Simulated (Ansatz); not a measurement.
System: sum formula H₅SiO (charge +1, singlet). It need not be the lowest isomer of its formula. 
Coordinates optimised at B3LYP-D3(BJ)/def2-TZVP (Ansatz, a quantum-chemistry and plane-wave program):
SMILES: [OH2+][SiH3]
```xyz
7

Si    -0.6614     0.0301    -0.1989
O      1.0973    -0.0330     0.3417
H     -0.7997    -1.1452    -1.0625
H     -1.3157    -0.0484     1.1088
H     -0.6573     1.3302    -0.8726
H      1.8377     0.2948    -0.1963
H      1.4158    -0.5885     1.0732
```
Charge +1, spin multiplicity 1.

Total electronic energies in hartree. Correlated levels leave the core frozen unless marked. Spin-orbit coupling is left out. No relativistic terms. CBS marks a two-point X^-3 extrapolation of the correlation energy; Hartree-Fock from the larger set (for Q and 5 zeta extrapolated as (X+1)exp(-9√X)).

```tsv
level	program	energy (Eh)
HF/cc-pV(T+d)Z	Ansatz	-366.51184
r2SCANh/def2-TZVPD	Ansatz	___
CAM-B3LYP-D4/def2-TZVPD	Ansatz + dftd4	-367.47391
CAM-B3LYP/def2-TZVPD	Ansatz	-367.47221
PBE-QIDH/def2-TZVPD	Ansatz	-367.18751
SCS-MP2/STO-3G	Ansatz	-362.28140
SCS-MP2/def2-QZVPP	Ansatz	-366.93419
CCSD/CBS(cc-pV(Q+d)Z,cc-pV(5+d)Z)	Ansatz	-366.9641
CCSD(T)/CBS(cc-pV(Q+d)Z,cc-pV(5+d)Z)	Ansatz	-366.9774
```

Some entries are withheld; supply them.


- r2SCANh/def2-TZVPD, energy (Eh): -367.41634
